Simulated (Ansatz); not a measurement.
Computed with Ansatz on PBE0-D4/def2-TZVP structures; ΔE is electronic, products minus reactants. CCSD(T)/CBS is the MP2 limit (def2-TZVPP, def2-QZVPP) plus CCSD(T) − MP2 in def2-TZVPP, frozen cores. Functionals use def2-TZVPP. Each species was taken in one conformer, which may not be the lowest.

Consider the isomerisation: `N/C=C/[CH2][AlH2]` → `C=[N][AlH][CH2]C`.

Question: Is it downhill or uphill in electronic energy at CCSD(T)/CBS, and by how much? (Estimate.)

Answer: Computed: Downhill: ΔE = -18.1 kcal/mol.

Question: What do these levels give: B97M-V, r2SCAN0-D4, ωB97X-V, BLYP, HF/def2-QZVPP, MP2/def2-QZVPP? (Estimate.)

Answer: Ansatz gave: B97M-V -14.9, r2SCAN0-D4 -14.3, ωB97X-V -17.2, BLYP -21.0, HF/def2-QZVPP -24.3, MP2/def2-QZVPP -16.9 kcal/mol.

Largest T1 diagnostic among the species: 0.012.

The D4 term adds +1.4 kcal/mol with B3LYP and +0.7 kcal/mol with PBE0; it sums over pairs of atoms, weighted by their polarisabilities, and B3LYP, whose exchange is more repulsive, gets the larger term. Leaving LDA and LC-ωPBE aside and taking each functional with its dispersion term where it has one, the values, not all of them listed here, spread over 6.4 kcal/mol, from B2PLYP to PBE-D4. LDA lies +7.2 kcal/mol from PBE without D4.

B3LYP here is the variant with VWN-RPA as its local correlation; programs differ in this.
